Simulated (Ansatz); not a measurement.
Relaxation of AlBrFH3 (6 atoms, charge 0, multiplicity 1), to a largest force component of 0.03 eV/Å in at most 50 steps.

The calculation used Ansatz 0.2.0, RKS r2SCANh-D4/def2-SVP.

```xyz
6
Properties=species:S:1:pos:R:3:forces:R:3
Al -0.006 0.253 -0.101 0.01 -0.17 0.18
F 0.002 0.243 1.585 0.00 -0.07 -0.09
H 1.403 0.338 -0.798 0.00 0.00 0.00
H -1.422 0.280 -0.785 0.00 0.00 0.00
Br 0.113 -3.065 1.302 -0.05 1.42 0.75
H 0.075 -1.806 2.116 0.04 -1.19 -0.84
```

**Question.** Where does it end, and by what steps?

**Answer.** The forces met the threshold. After 8 steps the energy has fallen by 0.188 eV; Br5 moved furthest, 0.57 Å. Joined: Al1–Br5 (3.60 → 2.81 Å).

```
step  energy less start (eV)  largest force component (eV/Å)  accepted
   0                  0.0000                           1.418       yes
   1                 -0.1091                           0.156       yes
   2                 -0.1590                           0.150       yes
   3                 -0.1804                           0.316       yes
   4                 -0.1860                           0.038       yes
   5                 -0.1862                           0.053       yes
   6                 -0.1882                           0.045       yes
   7                 -0.1881                           0.086        no
   8                 -0.1884                           0.011       yes
```

```xyz
6
Properties=species:S:1:pos:R:3
Al 0.005 0.031 0.016
F 0.007 0.338 1.682
H 1.403 0.146 -0.708
H -1.406 0.064 -0.690
Br 0.089 -2.614 0.948
H 0.067 -1.721 2.072
```

Whether the end is a true minimum wasn't checked by a vibrational analysis.

The run took 22 s on 2 threads of Arm Neoverse V2, on a shared host, peak memory 0.17 GiB.
